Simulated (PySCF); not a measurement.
Electric field gradients and quadrupole coupling constants

Species: C3H6N2SSi.
Z-matrix (Å and degrees, GFN2-xTB geometry), rows numbered from 1:
```
C 
C   1  1.4810
S   2  1.7228  1  123.11
N   3  1.6658  2   91.00  1   179.54
N   4  1.2509  3  113.09  2     0.05
C   5  1.3481  4  116.05  3    -0.06
Si  6  1.8804  2  128.77  1     0.18
H   1  1.0877  2  109.95  3   170.04
H   1  1.0907  2  110.42  3   -70.05
H   1  1.0892  2  110.65  3    49.28
H   7  1.4671  6  108.09  2   -59.57
H   7  1.4558  6  107.99  2   179.04
H   7  1.4673  6  107.96  2    57.95
```

Field gradients from the PBE0/pcSseg-1 density (PySCF, non-relativistic), principal values in atomic units, ordered |Vxx| ≤ |Vyy| ≤ |Vzz|:

| atom | Vxx | Vyy | Vzz |
| --- | --- | --- | --- |
| S3 | -0.5331 | -1.3159 | 1.8490 |
| N4 | 0.2885 | 0.7503 | -1.0388 |
| N5 | 0.5079 | 0.6678 | -1.1757 |

Q: Find the asymmetry η = (Vxx − Vyy)/Vzz and the couplings χ = eQV/h (234.96 MHz × Q in barn × V in au), with Q(33S) = −0.0678 b, Q(14N) = 0.02044 b.

A: 
```
atom             environment  nucleus     η  χzz (MHz)  χxx (MHz)  χyy (MHz)
  S3             ring sulfur      33S  0.42     -29.46       8.49      20.96
  N4  pyridine-type nitrogen      14N  0.44     -4.989      1.385      3.604
  N5  pyridine-type nitrogen      14N  0.14      -5.65       2.44       3.21
```

The tensor is traceless: Vxx + Vyy + Vzz = 0.

Q: What is Vzz at N4 in SI units (1 au = 9.71736 × 10²¹ V/m²)?

A: -1.0388 au = -10.094 × 10²¹ V/m².

Were the hydrogens deuterons (Q(2H) = 0.00286 b), χzz would run from 107 kHz (H13 and H11) to 209 kHz (H8).

Geometry: GFN2-xTB; no solvent, vibrations or thermal averaging. GFN2-xTB bond lengths can be off by several hundredths of an ångström, more for odd bonds, and the gradients follow them. With a basis this small, the couplings can be 20 % off.

The run behind these numbers computed NMR shieldings as well. Time: 25 s (grids of density and orbitals included); peak memory 0.81 GiB. Hardware: one thread, Arm Neoverse V1 (aarch64), no GPU, on a shared host.
